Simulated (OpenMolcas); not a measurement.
An atom or ion with 70 electrons was computed by MS-CASPT2, IPEA 0.25 Eh, imaginary shift 0.1 Eh with spin-orbit coupling (OpenMolcas, ANO-RCC-VTZP, DKH2). The lowest levels that the run gave, each within 12 % of the measured value where one is at hand:

```tsv
J	Parity	E (cm⁻¹)	g
0	even	0.0	
1	even	11850	0.499
2	even	12520	1.157
3	even	14260	1.334
2	even	17170	1.010
2	even	29730	0.679
3	even	31440	1.084
4	even	33230	1.245
2	even	36530	1.146
0	even	37020	
1	even	37500	1.501
2	even	39360	1.342
```

Question: Which ion is it, and what are the configurations and terms?

Answer: Lu⁺ (Z = 71, charge +1; active space 2 electrons in 6 orbitals (5d 6s)). J, parity and g give the terms where levels are pure, and mixed ones are named by the computed weights; the size of the splittings, set against known spectra of the 70-electron sequence, gives the charge. In order, with the measured energies in cm⁻¹ (NIST Handbook of Basic Atomic Spectroscopic Data): 6s² ¹S₀, 5d 6s ³D₁ (11796), 5d 6s ³D₂ (12435), 5d 6s ³D₃ (14199), 5d 6s ¹D₂ (17333), 5d² ³F₂ (29407), 5d² ³F₃ (30889), 5d² ³F₄ (32504), 5d² ¹D₂ [65 %], 5d² ³P₀ (35652), 5d² ³P₁ (36557), 5d² ³P₂ [69 %] (38575).

Term energies are means over components that CASPT2 splits; among the terms shown or strongly mixed into the levels shown the widest spread is 340 cm-1 (5d² ³F). A single d shell beside an s shell can misplace configurations of different d count against each other. Computed and measured levels are paired by configuration, term and J; levels that our copy of the source lacks, or whose pairing is in doubt (as where it misses far off the trend of its configuration), stay unpaired and out of the deviations. Levels of configurations outside the active space are missing.

A share in square brackets marks a mixed level and gives the weight of the term that names it.
